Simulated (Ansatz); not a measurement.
Relaxation of C$_{3}$H$_{12}$BNO (18 atoms, charge 0, multiplicity 1), to a largest force component of 0.03 eV/Å in at most 50 steps.

Computed with RKS r2SCAN-D4/6-31G* in Ansatz 0.2.0.

```xyz
18
Properties=species:S:1:pos:R:3
B 0.192 0.622 -0.456
O -0.325 -0.222 1.965
H -1.283 -0.199 1.808
C 1.511 -0.242 -0.585
H 1.375 -1.234 -0.135
H 1.751 -0.411 -1.648
H 2.398 0.208 -0.117
C -1.203 0.105 -0.990
H -1.294 -0.978 -0.839
H -2.094 0.582 -0.566
H -1.262 0.264 -2.079
N 0.323 2.021 0.031
H 1.261 2.350 0.233
C -0.672 3.076 -0.033
H -1.588 2.681 -0.484
H -0.938 3.486 0.954
H -0.334 3.916 -0.659
H -0.067 0.722 1.836
```

**Question.** Where does it end, and by what steps?

**Answer.** The run converged. After 9 steps the energy has fallen by 0.139 eV; O2 moved furthest, 0.40 Å.

```tsv
step	energy less start (eV)	largest force component (eV/Å)	accepted
0	0.0000	1.833	yes
1	-0.0389	1.595	yes
2	-0.0887	1.232	yes
3	-0.1030	0.368	yes
4	-0.1017	0.630	no
5	-0.1251	0.530	yes
6	-0.1342	0.086	yes
7	-0.1342	0.312	yes
8	-0.1366	0.286	yes
9	-0.1391	0.027	yes
```

```xyz
18
Properties=species:S:1:pos:R:3
B 0.234 0.675 -0.575
O -0.519 -0.005 2.243
H -1.362 -0.193 1.806
C 1.535 -0.219 -0.638
H 1.439 -1.043 0.084
H 1.650 -0.690 -1.625
H 2.468 0.313 -0.407
C -1.154 0.105 -1.090
H -1.218 -0.979 -0.928
H -2.051 0.564 -0.655
H -1.228 0.252 -2.179
N 0.342 1.981 -0.041
H 1.270 2.298 0.222
C -0.663 3.027 0.056
H -1.631 2.633 -0.263
H -0.766 3.400 1.085
H -0.418 3.881 -0.591
H -0.177 0.748 1.729
```

Time of the run: 25 s on 4 threads of Arm Neoverse V2, on a shared host, peak memory 0.21 GiB.
